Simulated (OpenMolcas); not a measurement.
Fe2+: input and output

Fe2+ among 4 point charges of -1.5 e arranged as a tetrahedron (Td), 2.07 Å from the ion.

Input:

```
&GATEWAY
Coord
1

Fe 0.0 0.0 0.0
Basis=ANO-RCC-VDZP
Group=NoSym
NoMove
AngMom=0.0 0.0 0.0
AMFI
XField
4 Angstrom 0
1.195115 1.195115 1.195115 -1.500000
1.195115 -1.195115 -1.195115 -1.500000
-1.195115 1.195115 -1.195115 -1.500000
-1.195115 -1.195115 1.195115 -1.500000
&SEWARD
* reference wave functions (RASSCF and RASSI steps not shown): 6 electrons in 5 orbitals (3d)
>>> COPY JOB001 $Project.JobIph
&CASPT2
Multistate=5 1 2 3 4 5
NoMult
Frozen=5
IPEA=0.25
Imaginary=0.1
MaxIter=60
WThr=0.0 0.3 0.05
PrWF=0.5
NoMix
>>> COPY JOB002 $Project.JobIph
&CASPT2
Multistate=45 1 2 3 4 5 6 7 8 9 10 11 12 13 14 15 16 17 18 19 20 21 22
23 24 25 26 27 28 29 30 31 32 33 34 35 36 37 38 39 40 41 42 43 44 45
NoMult
Frozen=5
IPEA=0.25
Imaginary=0.1
MaxIter=60
WThr=0.0 0.3 0.05
PrWF=0.5
NoMix
>>> COPY JOB003 $Project.JobIph
&CASPT2
Multistate=50 1 2 3 4 5 6 7 8 9 10 11 12 13 14 15 16 17 18 19 20 21 22
23 24 25 26 27 28 29 30 31 32 33 34 35 36 37 38 39 40 41 42 43 44 45 46
47 48 49 50
NoMult
Frozen=5
IPEA=0.25
Imaginary=0.1
MaxIter=60
WThr=0.0 0.3 0.05
PrWF=0.5
NoMix
```

Launched by
```bash
OMP_NUM_THREADS=1 MOLCAS_MEM=1689 MOLCAS_PROJECT=a pymolcas a.inp > a.log  # once for each step of the input, in one work folder
```

Output, cut to the results:

```
--- CASPT2 ---
Orbital specifications:
      -----------------------

      Symmetry species                           1
                                                 a
      Frozen orbitals                            5
      Inactive orbitals                          4
      Active orbitals                            5
      Secondary orbitals                        20
      Deleted orbitals                           0
      Number of basis functions                 34
Type of calculation                        SS-CASPT2
      Fock operator                              state-specific
      IPEA shift                                 0.25
      Real shift                                 0.00
      Imaginary shift                            0.10
      The input orbitals will be transformed to quasi-canonical
Reference energy:       -1273.5949732646
      E2 (Non-variational):      -0.3389108692
      Shift correction:          -0.0001742765
      E2 (Variational):          -0.3390851457
      Total energy:           -1273.9340584103
      Residual norm:              0.0000001362
      Reference weight:           0.94066
      Contributions to the CASPT2 correlation energy
      Active & Virtual Only:         -0.1102792947
      One Inactive Excited:          -0.1570775046
      Two Inactive Excited:          -0.0715540698
Reference energy:       -1273.5949732646
      E2 (Non-variational):      -0.3389108471
      Shift correction:          -0.0001742772
      E2 (Variational):          -0.3390851244
      Total energy:           -1273.9340583890
      Residual norm:              0.0000001363
      Reference weight:           0.94066
      Contributions to the CASPT2 correlation energy
      Active & Virtual Only:         -0.1102792847
      One Inactive Excited:          -0.1570774932
      Two Inactive Excited:          -0.0715540692
::    CASPT2 Root  1     Total energy:  -1273.93405841
::    CASPT2 Root  2     Total energy:  -1273.93405839
::    CASPT2 Root  3     Total energy:  -1273.92718937
::    CASPT2 Root  4     Total energy:  -1273.92663506
::    CASPT2 Root  5     Total energy:  -1273.92718936
--- CASPT2 ---
Orbital specifications:
      -----------------------

      Symmetry species                           1
                                                 a
      Frozen orbitals                            5
      Inactive orbitals                          4
      Active orbitals                            5
      Secondary orbitals                        20
      Deleted orbitals                           0
      Number of basis functions                 34
Type of calculation                        SS-CASPT2
      Fock operator                              state-specific
      IPEA shift                                 0.25
      Real shift                                 0.00
      Imaginary shift                            0.10
      The input orbitals will be transformed to quasi-canonical
Reference energy:       -1273.4952990188
      E2 (Non-variational):      -0.3440458887
      Shift correction:          -0.0001820048
      E2 (Variational):          -0.3442278935
      Total energy:           -1273.8395269123
      Residual norm:              0.0000004269
      Reference weight:           0.94008
      Contributions to the CASPT2 correlation energy
      Active & Virtual Only:         -0.1101573301
      One Inactive Excited:          -0.1666292868
      Two Inactive Excited:          -0.0672592717
Reference energy:       -1273.4952990188
      E2 (Non-variational):      -0.3440464390
      Shift correction:          -0.0001817553
      E2 (Variational):          -0.3442281943
      Total energy:           -1273.8395272131
      Residual norm:              0.0000004279
      Reference weight:           0.94009
      Contributions to the CASPT2 correlation energy
      Active & Virtual Only:         -0.1101588087
      One Inactive Excited:          -0.1666312977
      Two Inactive Excited:          -0.0672563326
::    CASPT2 Root  1     Total energy:  -1273.83952691
::    CASPT2 Root  2     Total energy:  -1273.83952721
::    CASPT2 Root  3     Total energy:  -1273.83949238
::    CASPT2 Root  4     Total energy:  -1273.83929986
::    CASPT2 Root  5     Total energy:  -1273.83933911
::    CASPT2 Root  6     Total energy:  -1273.83637675
::    CASPT2 Root  7     Total energy:  -1273.83627716
::    CASPT2 Root  8     Total energy:  -1273.83651264
::    CASPT2 Root  9     Total energy:  -1273.83648262
::    CASPT2 Root 10     Total energy:  -1273.83660910
::    CASPT2 Root 11     Total energy:  -1273.83661110
::    CASPT2 Root 12     Total energy:  -1273.84006974
::    CASPT2 Root 13     Total energy:  -1273.84000803
::    CASPT2 Root 14     Total energy:  -1273.84000779
::    CASPT2 Root 15     Total energy:  -1273.83365246
::    CASPT2 Root 16     Total energy:  -1273.83091813
::    CASPT2 Root 17     Total energy:  -1273.83122923
::    CASPT2 Root 18     Total energy:  -1273.83124024
::    CASPT2 Root 19     Total energy:  -1273.82310458
::    CASPT2 Root 20     Total energy:  -1273.82325195
::    CASPT2 Root 21     Total energy:  -1273.82325060
::    CASPT2 Root 22     Total energy:  -1273.81870262
::    CASPT2 Root 23     Total energy:  -1273.81606586
::    CASPT2 Root 24     Total energy:  -1273.81604823
::    CASPT2 Root 25     Total energy:  -1273.81614180
::    CASPT2 Root 26     Total energy:  -1273.81508149
::    CASPT2 Root 27     Total energy:  -1273.81510698
::    CASPT2 Root 28     Total energy:  -1273.81047285
::    CASPT2 Root 29     Total energy:  -1273.81053134
::    CASPT2 Root 30     Total energy:  -1273.81054550
--- CASPT2 ---
Orbital specifications:
      -----------------------

      Symmetry species                           1
                                                 a
      Frozen orbitals                            5
      Inactive orbitals                          4
      Active orbitals                            5
...
```

Spin-orbit levels above the lowest (labels of Td), with the averaged single-state CASPT2 energies on the diagonal:

```tsv
E (cm-1)	Degeneracy	Label	2S+1
0	1	A1	5
30	3	T1	5
59	2	E	5
110	3	T2	5
160	1	A2	5
1410	3	T2	5
1640	3	T1	5
1680	2	E	5
1940	3	T2	5
1990	3	T1	5
2050	1	A1	5
20290	2	E	3
20300	3	T2	3
20700	1	A1	3
20740	3	T1	3
20790	3	T2	3
20950	3	T1	3
20960	2	E	3
21050	3	T2	3
21150	3	T1	3
```

Roots that are degenerate in the reference are averaged as groups; the widest CASPT2 spread within a group is 180 cm-1 (the 3-fold group of multiplicity 3 near 53400 cm-1 above the lowest state of its run). Shifts and gaps below about the spread of the groups concerned are not significant. An orbital doublet at a regular site is open to a Jahn-Teller distortion, which this geometry leaves out. The ground term spreads over less than 5000 cm-1, several times less than with real ligands, so orbital moments are less quenched and χT lies further from the spin-only value than at real sites. Free-ion shares, where given, are those of the reference states; single-state CASPT2 does not remix them. This is an electrostatic model: the charges have no orbitals. No measured value stands beside these numbers.

The CASPT2 steps took 8.7 s on 1 thread of AMD EPYC 7R13 Processor (Zen 3), on a shared host; the integral step is not counted.
